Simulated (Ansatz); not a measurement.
The first iterations of a band of AlCl2H4N (8 atoms, charge 0, multiplicity 1).

These are results of Ansatz, RHF/def2-SVP, not measurements.

* movable images: 7
* climbing image: yes
* spring: 5.0 eV/Å²
* optimiser: quadratic models (default)
* start path: through a guess of the saddle point
* force threshold: 0.03 eV/Å
* iteration limit: 60
* end points: relaxed

Initial state:

```xyz
8
Properties=species:S:1:pos:R:3
Al 0.011 -0.057 0.195
H -0.172 0.857 1.460
Cl 1.926 -0.029 -0.771
Cl -1.669 -0.261 -1.123
N 0.060 -1.960 0.956
H -0.696 -2.505 0.569
H 0.929 -2.408 0.704
H -0.021 -1.983 1.962
```

Final state:

```xyz
8
Properties=species:S:1:pos:R:3
Al 0.124 -0.812 -0.527
H -0.229 0.534 2.574
Cl 1.910 0.229 -0.864
Cl -1.681 -0.007 -1.222
N 0.142 -2.353 0.300
H -0.667 -2.916 0.480
H 0.966 -2.808 0.645
H -0.197 -0.212 2.566
```

| iteration | highest image above the first end (eV) | largest band force component (eV/Å) |
| --- | --- | --- |
| 1 | 5.193 | 11.457 |
| 2 | 3.487 | 3.235 |
| 3 | 2.625 | 1.900 |
| 4 | 2.295 | 1.158 |

Question: Does the band converge within its limit, and where does its top end?

Answer: It converged. It ended after 14 iterations with the highest image 2.170 eV above the first end. A vibrational analysis at the climbing image gives one clearly imaginary mode, 1704i cm⁻¹: a first-order saddle point. The orbitals stay closed-shell, which can raise the energy where a bond breaks towards radicals; this wasn't checked here.

Time of the run: 2.1 min on 1 thread of Arm Neoverse V2, with other jobs on the host, peak memory 0.16 GiB.
